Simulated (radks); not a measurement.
Question: Ionisation of the vanadium ion V19+, [He] 2s2, to [He] 2s1 as the strength of local exchange is varied. All-electron calculation, scalar-relativistic Kohn-Sham, Slater X-alpha exchange (alpha = 2/3 is LDA exchange), no correlation, spin-polarised, spherical densities, finite nucleus; Fermi nuclear charge, rms radius 3.6002 fm. Program: a radial shooting solver on a logarithmic mesh with Libxc functionals.

| alpha | E(V19+) (hartree) | exchange (hartree) | IE (eV) | -e of the level emptied (eV) | <r> of it (bohr) |
|---|---|---|---|---|---|
| 0.574 | -625.96426 | -13.84638 | 1470.1 | 1435.7 (2s) | 0.2778 |
| 0.635 | -627.43793 | -15.33829 | 1474.9 | 1441.4 (2s) | 0.2773 |
| 0.667 | -628.21179 | -16.12251 | 1477.4 | 1444.4 (2s) | 0.2771 |
| 0.775 | -630.82756 | -18.77722 | 1485.8 | 1454.5 (2s) | 0.2762 |
| 0.962 | -635.37129 | -23.40294 | 1500.5 | 1472.1 (2s) | 0.2747 |
| 0.991 | -636.07758 | -24.12360 | 1502.8 | 1474.9 (2s) | 0.2745 |
| 1.033 | -637.10129 | -25.16890 | 1506.1 | 1478.8 (2s) | 0.2741 |
| ? | -637.39394 | -25.46790 | 1507.0 | 1480.0 (2s) | 0.2740 |

Which alpha was used in the last row?

Answer: alpha = 1.045. NIST Atomic Spectra Database: 1486.7 eV (semi-empirical). The Delta-SCF value meets it near alpha = 0.79.
